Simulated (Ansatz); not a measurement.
CH4N (SMILES [CH2]N) moved off its minimum; all values from Ansatz (a program for electronic structure), cores frozen in correlated methods. Open shells are unrestricted.
(charge 0, multiplicity 2)
```xyz
6

C     -0.7033     0.1346    -0.2264
N      0.7219    -0.0492     0.2063
H     -1.4012    -0.8111     0.0834
H     -1.1852     0.9833    -0.0392
H      1.2353     0.8097    -0.0456
H      0.9753    -0.9307    -0.0409
```

Question: Give the forces (eV/Å), the total energy and the dipole at CCSD(T)/cc-pVTZ.

Answer: 
| atom | Fx | Fy | Fz |
|---|---|---|---|
| C1 | 2.049 | -6.589 | 1.173 |
| N2 | -4.525 | 4.586 | 0.244 |
| H3 | 1.897 | 2.145 | -0.972 |
| H4 | -1.389 | 3.843 | 0.710 |
| H5 | 0.196 | -1.521 | -0.041 |
| H6 | 1.772 | -2.464 | -1.115 |
Energy -95.0073 hartree, dipole 0.79 D.
